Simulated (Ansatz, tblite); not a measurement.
Removing and adding an electron: the cluster Ca₃. Total charge 0; singlet. Geometry: PBE0/def2-TZVP. Ansatz, gas phase; energy differences of separate SCF runs; the oxidised species was run as a doublet alone; the reduced species was run as a doublet alone.

Cartesian coordinates in Å:
```
Ca -1.2873 -1.8400 -0.3043
Ca 1.3045 0.1806 1.8475
Ca -0.0172 1.6593 -1.5432
```

The xTB rows come from tblite. The structure comes from a short search, and lower isomers may exist.

```json
{"level": "GFN1-xTB", "−HOMO (eV)": "7.26", "vertical IE (eV)": "8.88", "−LUMO (eV)": "3.98", "vertical EA (eV)": "2.31", "HOMO–LUMO gap (eV)": "3.28", "IE − EA (eV)": "6.57", "remarks": "–"}
{"level": "GFN2-xTB", "−HOMO (eV)": "2.90", "vertical IE (eV)": "6.17", "−LUMO (eV)": "0.69", "vertical EA (eV)": "-2.80", "HOMO–LUMO gap (eV)": "2.21", "IE − EA (eV)": "8.97", "remarks": "–"}
{"level": "PBE/def2-TZVP", "−HOMO (eV)": "3.34", "vertical IE (eV)": "4.91", "−LUMO (eV)": "2.42", "vertical EA (eV)": "–", "HOMO–LUMO gap (eV)": "0.92", "IE − EA (eV)": "–", "remarks": "–"}
{"level": "PBE/def2-TZVPD", "−HOMO (eV)": "3.34", "vertical IE (eV)": "–", "−LUMO (eV)": "2.42", "vertical EA (eV)": "0.96", "HOMO–LUMO gap (eV)": "0.92", "IE − EA (eV)": "–", "remarks": "HOMO above zero (-1 doublet)"}
{"level": "PBE0/def2-TZVP", "−HOMO (eV)": "3.82", "vertical IE (eV)": "4.88", "−LUMO (eV)": "1.86", "vertical EA (eV)": "–", "HOMO–LUMO gap (eV)": "1.96", "IE − EA (eV)": "–", "remarks": "–"}
{"level": "PBE0/def2-TZVPD", "−HOMO (eV)": "3.82", "vertical IE (eV)": "–", "−LUMO (eV)": "1.86", "vertical EA (eV)": "0.96", "HOMO–LUMO gap (eV)": "1.96", "IE − EA (eV)": "–", "remarks": "spin-contaminated (⟨S²⟩ 0.84) (-1 doublet)"}
```

Run but left out: HF/def2-TZVPP, r2SCAN/def2-TZVP, HF/def2-TZVPD (singlet: restricted singlet, unstable towards broken spin symmetry); MP2/def2-TZVPP, CCSD/def2-TZVPP, CCSD(T)/def2-TZVPP (charge +1 doublet: ⟨S²⟩ 1.49, where a pure state has 0.75); r2SCAN/def2-TZVPD, MP2/def2-TZVPD, CCSD/def2-TZVPD, CCSD(T)/def2-TZVPD (charge -1 doublet: ⟨S²⟩ 1.27 to 2.60, where a pure state has 0.75).   A HOMO above zero means that the electron is unbound at that level or that self-interaction error raises the level; the energy of removing that electron tells which. Raw xTB energy differences between charge states are shifted by several eV; the methods need an empirical correction for them. A negative affinity means that the extra electron isn't bound; its size then hangs on the basis.
